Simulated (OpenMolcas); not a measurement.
Mg+: CASPT2 settings compared

* Program: OpenMolcas
* Basis: ANO-RCC-VDZ [4s3p]
* Scalar Hamiltonian: DKH4, point nucleus
* Active space: 1 electron in 4 orbitals (3s 3p)
* State averaging: 2S+1 = 2 even, 1 root; 2S+1 = 2 odd, 3 roots
* Spin-orbit coupling: RASSI with atomic mean-field integrals over the reference wave functions, term energies averaged over their components

Methods on the same reference wave functions:
A. CASSCF
B. SS-CASPT2, IPEA 0 Eh, real shift 0.2 Eh (closed shells correlated: 2s 2p)
C. SS-CASPT2, IPEA 0.3 Eh, sigma2 regulariser 0.2 Eh (closed shells correlated: 1s 2s 2p)
D. XMS-CASPT2, IPEA 0.5 Eh, sigma1 regulariser 0.5 Eh (closed shells correlated: 1s 2s 2p)

Energies in cm-1 above 3s 2S 1/2, the measured ground level; measured values from NIST Handbook of Basic Atomic Spectroscopic Data.

| Level | A | B | C | D | Measured |
| --- | --- | --- | --- | --- | --- |
| 3s 2S 1/2 | 0.0 | 0.0 | 0.0 | 0.0 | 0.0 |
| 3p 2P* 1/2 | 34966 | 34875 | 34867 | 34857 | 35669 |
| 3p 2P* 3/2 | 35025 | 34934 | 34926 | 34916 | 35761 |

Deviations, from unrounded energies. A percentage is the sum of absolute deviations over the sum of measured energies, with the sign that they share, or ± where signs differ.

```tsv
Against measurement	Levels	A	B	C	D
mean absolute deviation (cm-1)	2	720	810	820	830
other configurations (%)	2	-2.0	-2.3	-2.3	-2.3
```

A lies closest to measurement on these levels and D furthest from it. The largest miss of A in the table is 3p 2P* 3/2, by -740 cm-1. The ranking rests on the paired levels alone, and a cruder setting can come out closer through cancelling errors.

Among B to D the level of the table that moves most is 3p 2P* 1/2, by 18 cm-1 (lowest in D, highest in B).

The lowest spin-free term lies below A's lowest term by 0.080 hartree in B, 0.081 hartree in C, 0.081 hartree in D.

ANO sets are built for ground and valence states and can reach diffuse excited orbitals poorly. With one active electron the reference holds no correlation, so core polarisation is missing (holds for A). With one active electron, CASPT2 adds the correlation within the correlated inactive shells and between them and that electron, and leaves the splitting within a term as the reference gives it (holds for B; C; D). Computed and measured levels are paired by configuration, term and J; levels that our copy of the source lacks, or whose pairing is in doubt (as where it misses far off the trend of its configuration), stay unpaired and out of the deviations. Levels of configurations outside the active space are missing.

* marks odd parity.
